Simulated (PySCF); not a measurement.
C₂H₃, SMILES [CH][CH2+] (connectivity only; charge and spin as stated), charge +1, multiplicity 1. Atoms are numbered in the order given.

```xyz
5

C      0.0000     0.0000    -0.5796
C      0.0000     0.0000     0.6721
H      0.0000     0.0000     1.7533
H      0.0000    -0.9394    -1.1541
H      0.0000     0.9394    -1.1541
```
Charge +1, spin multiplicity 1.

Geometry optimised at B3LYP-D3(BJ)/def2-TZVP.

Calculation: PySCF with B3LYP-D3(BJ)/def2-TZVP.

Harmonic, unscaled wavenumbers; measured fundamentals usually lie a few per cent lower.

Computed normal modes with their intensities:
```
mode  ν (cm⁻¹)  IR (km/mol)  moving atoms (share of kinetic energy)
----  --------  -----------  --------------------------------------
1          293         41.6                          H 88 %, C 12 %
2          657         56.6                          H 73 %, C 27 %
3          853        106.7                          H 78 %, C 22 %
4         1081          1.0                          H 66 %, C 34 %
5         1181         89.0                                  H 95 %
6         1781         54.4                          C 88 %, H 12 %
7         2999        281.8                                  H 94 %
8         3047        213.0                          H 90 %, C 10 %
9         3290        122.5                          H 87 %, C 13 %
```
